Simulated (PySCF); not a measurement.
Vertical excitations of a molecule C3H9B from TDA-ωB97X/def2-SVPD (PySCF), as energy in eV (oscillator strength): 6.81 (0.001), 6.82 (0.002), 8.51 (0.070), 8.51 (0.077), 9.28 (0.005), 9.90 (0.180), 9.92 (0.152), 10.00 (0.000), 10.06 (0.001), 10.08 (0.005). Lowest triplet (TDA): 6.29 eV. Geometry: PBE0-D3(BJ)/def2-SVP. The values are those of a single conformer.

Problem. Pick the molecule that these values belong to.
(A) CB(C)C
(B) BC(C)C
(C) CBCC
(D) BCCC

Solution. A, CB(C)C
